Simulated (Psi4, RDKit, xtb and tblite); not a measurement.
Two geometries of SMILES CCC[SiH2]N (C3H11NSi), relaxed at GFN2-xTB with one dihedral held; other torsions can differ between them too.

Structure A

```
16

C      2.3714     0.4703    -0.5962
C      1.2649     0.3063     0.4401
C     -0.0800    -0.0096    -0.2054
Si    -1.4961    -0.2286     1.0421
N     -1.3645     1.0590     2.1816
H      2.4871    -0.4423    -1.1781
H      2.1352     1.2824    -1.2817
H      3.3216     0.6932    -0.1150
H      1.5321    -0.4978     1.1290
H      1.1810     1.2226     1.0270
H      0.0155    -0.9214    -0.7974
H     -0.3247     0.7854    -0.9139
H     -1.3401    -1.4452     1.8425
H     -2.7651    -0.2912     0.2938
H     -2.0016     1.0749     2.9614
H     -1.2252     1.9976     1.8420
```

Structure B

```
16

C      2.3713     0.4770    -0.5837
C      1.2465     0.3136     0.4326
C     -0.0771    -0.0488    -0.2313
Si    -1.4884    -0.2793     1.0192
N     -2.9340     0.1708     0.1925
H      2.5242    -0.4488    -1.1355
H      2.1277     1.2625    -1.2966
H      3.3045     0.7394    -0.0893
H      1.5190    -0.4648     1.1496
H      1.1276     1.2442     0.9912
H      0.0637    -0.9600    -0.8168
H     -0.3383     0.7383    -0.9412
H     -1.4026     0.6560     2.1429
H     -1.4458    -1.6584     1.5410
H     -3.8023     0.1419     0.7016
H     -3.0836    -0.1650    -0.7457
```

### Question
Which is lower in energy at the level PBE0-D3(BJ)/def2-TZVP // GFN2-xTB in Psi4, and by how much?

### Answer
A is lower, by 0.68 kcal/mol (dihedral C2–C3–Si4–N5: 45° in A, 150° in B).

E(B) − E(A) in kcal/mol at the other levels, on the same two geometries: GFN2-xTB (xtb and tblite) -0.02; MMFF94 // GFN2-xTB (RDKit) 0.37; PBE0/def2-TZVP // GFN2-xTB (Psi4) 0.52; PBE/def2-TZVP // GFN2-xTB (Psi4) 0.48; PBE-D3(BJ)/def2-TZVP // GFN2-xTB (Psi4) 0.65.
